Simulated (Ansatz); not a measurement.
The same molecule with X = C, Si, Ge, Sn. Ansatz, PBE0-D4/def2-TZVP geometries, multiplicity 1.

Elements past krypton have def2 core potentials. Scalar relativity is left out up to krypton.

```
 X      molecule  mean X–H bond length / Å  mean X–O bond length / Å  size of the dipole moment (ωB97M-V/def2-TZVPP) / D  LUMO energy (ωB97M-V/def2-TZVPP) / eV  HOMO–LUMO gap (B3LYP/def2-TZVPP) / eV
 C         CH₃OH                     1.095                     1.409                                                1.64                                   2.53                                   8.34
Si     `O[SiH3]`                     1.486                     1.648                                                1.32                                   1.65                                   8.27
Sn  `[OH][SnH3]`                     1.706                     1.970                                                1.72                                   0.91                                   7.14
```

(1) Give the row for X = Ge, `[OH][GeH3]`. (Best estimate.)

Results:

(1) The calculation gave: 
```csv
X,molecule,mean X–H bond length / Å,mean X–O bond length / Å,size of the dipole moment (ωB97M-V/def2-TZVPP) / D,LUMO energy (ωB97M-V/def2-TZVPP) / eV,HOMO–LUMO gap (B3LYP/def2-TZVPP) / eV
Ge,`[OH][GeH3]`,1.538,1.783,1.46,1.82,7.99
```

From C to Sn the mean X–H bond length rises at each step, by 0.611 Å in all; the mean X–O bond length rises at each step, by 0.561 Å in all; the LUMO energy (ωB97M-V/def2-TZVPP) isn't monotonic: highest at C, lowest at Sn; the HOMO–LUMO gap (B3LYP/def2-TZVPP) falls at each step, by 1.20 eV in all. Bonds lengthen as the atom grows down the group. Dipoles are sizes alone, and their direction can turn along the series.

B3LYP here is the variant with VWN-RPA as its local correlation; programs differ in this.
